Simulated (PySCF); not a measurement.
All values below come from PBE0-D4/def2-TZVP in PySCF. Gas-phase values, no solvent. 

Reference species (SMILES): `[SeH]` (neutral, multiplicity 2).

```json
{
  "highest_occupied_spin_orbital": "-6.98 eV"
}
```

Changed species: `[C-]#[N+][CH2]` (radical fragment; the reference has radical fragment).

Problem. What does the change do to the highest occupied spin orbital?

Solution. the highest occupied spin orbital falls by 0.07 eV, to -7.05 eV.
